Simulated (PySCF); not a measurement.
2-methylidene-3H-selenophene (C5H6Se), SMILES C=C1CC=C[Se]1. The structure is a stationary point at PBE0-D3(BJ)/def2-SVP. The values are those of a single conformer.

Computed equilibrium geometry at PBE0-D3(BJ)/def2-SVP (PySCF confirms it by a frequency run) as bond lengths and angles, and its point group (one conformer of several):
point group Cs.
Atoms: C1 C2 C3 C4 C5 Se6 H7 H8 H9 H10 H11 H12. Bonds (Å): C1–C2 1.336, C1–H7 1.092, C1–H8 1.094, C2–C3 1.516, C2–Se6 1.913, C3–C4 1.497, C3–H9 1.105, C3–H10 1.105, C4–C5 1.336, C4–H11 1.093, C5–Se6 1.892, C5–H12 1.091. Angles (°): C2–C1–H7 122.4, C2–C1–H8 120.3, H7–C1–H8 117.3, C1–C2–C3 125.9, C1–C2–Se6 123.4, C3–C2–Se6 110.7, C2–C3–C4 110.0, C2–C3–H9 109.8, C2–C3–H10 109.8, C4–C3–H9 110.7, C4–C3–H10 110.7, H9–C3–H10 105.8, C3–C4–C5 117.1, C3–C4–H11 120.7, C5–C4–H11 122.2, C4–C5–Se6 114.6, C4–C5–H12 126.0, Se6–C5–H12 119.4, C2–Se6–C5 87.6.
